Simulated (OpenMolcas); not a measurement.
Co2+, Rh2+, Ir2+: d⁷ down the group

```json
{
  "Program": "OpenMolcas",
  "Method": "CASSCF",
  "Basis": "ANO-R2",
  "Scalar Hamiltonian": "X2C, finite nucleus",
  "Spin-orbit coupling": "RASSI with atomic mean-field integrals over the reference wave functions, term energies averaged over their components"
}
```

Active space for each ion: 7 electrons in 6 orbitals (d s).

Computed levels in cm-1 above ⁴F_9/2:

```json
{"Level": "⁴F_7/2", "Co2+": "888", "Rh2+": "2180", "Ir2+": "7734"}
{"Level": "⁴F_5/2", "Co2+": "1544", "Rh2+": "3610", "Ir2+": "9829"}
{"Level": "⁴P_5/2", "Co2+": "20424", "Rh2+": "14865", "Ir2+": "13327"}
{"Level": "²G_9/2", "Co2+": "20526", "Rh2+": "15916", "Ir2+": "18101"}
{"Level": "⁴P_1/2", "Co2+": "21145", "Rh2+": "16413", "Ir2+": "17800"}
{"Level": "²G_7/2", "Co2+": "21376", "Rh2+": "18056", "Ir2+": "23127"}
{"Level": "²H_11/2", "Co2+": "27268", "Rh2+": "21331", "Ir2+": "24809"}
{"Level": "²H_9/2", "Co2+": "28017", "Rh2+": "23457", "Ir2+": "32458"}
{"Level": "²P_1/2", "Co2+": "28027", "Rh2+": "23052", "Ir2+": "30524"}
{"Level": "weight of ⁴F in the lowest level (%)", "Co2+": "100", "Rh2+": "98", "Ir2+": "87"}
```

Mixed levels, with the weight of the term that names them: Ir2+ ⁴F_5/2 (69 %), Ir2+ ⁴P_5/2 (68 %), Ir2+ ²G_9/2 (66 %), Ir2+ ⁴P_1/2 (59 %), Ir2+ ²H_9/2 (74 %), Ir2+ ²P_1/2 (72 %).

Measured, with the error of the calculation in %. Measured levels: Co2+ from Sugar and Corliss, J. Phys. Chem. Ref. Data 10, 1097 (1981); Rh2+ from the list in Shadmi, J. Res. Natl. Bur. Stand. 70A, 435 (1966).

```json
{"Level": "⁴F_7/2", "Co2+": "841 (+5.5)", "Rh2+": "2148 (+1.5)"}
{"Level": "⁴F_5/2", "Co2+": "1451 (+6.4)", "Rh2+": "3486 (+3.6)"}
{"Level": "⁴P_5/2", "Co2+": "15202 (+34.4)", "Rh2+": "11062 (+34.4)"}
{"Level": "²G_9/2", "Co2+": "16978 (+20.9)", "Rh2+": ""}
{"Level": "⁴P_1/2", "Co2+": "15811 (+33.7)", "Rh2+": ""}
{"Level": "²G_7/2", "Co2+": "17766 (+20.3)", "Rh2+": ""}
{"Level": "²H_11/2", "Co2+": "22720 (+20.0)", "Rh2+": ""}
{"Level": "²H_9/2", "Co2+": "23434 (+19.6)", "Rh2+": ""}
```

The fine-structure level ⁴F_5/2 changes by a factor of 6.37 from Co2+ to Ir2+.

Without spin-orbit coupling ⁴P lies 19842, 13472, 9229 cm-1 above ⁴F in that order; the difference to the level ⁴P_5/2, of either sign, comes from spin-orbit coupling, which also lowers the zero.

Without dynamic correlation excited terms often stand tens of per cent too high (terms of higher spin than the ground term too low), and those without a measured partner can miss by more than the paired ones. Terms from blocks run as CI alone lack orbitals of their own. Some high roots are left out of the spin-orbit mixing, which shifts the levels that they would mix with (holds for Ir2+). Configurations are named by rounded mean occupations; where the s occupation lies near a half they are strongly mixed, a name can repeat and a true partner stay unpaired (holds for Ir2+). Measured partners are found by configuration, term and J. A level has none where our copy of the source lacks it or the pairing is in doubt (some pairs that miss far off the trend of their configuration count as doubtful), and it then counts in no deviation. Levels of configurations outside the active space are missing.
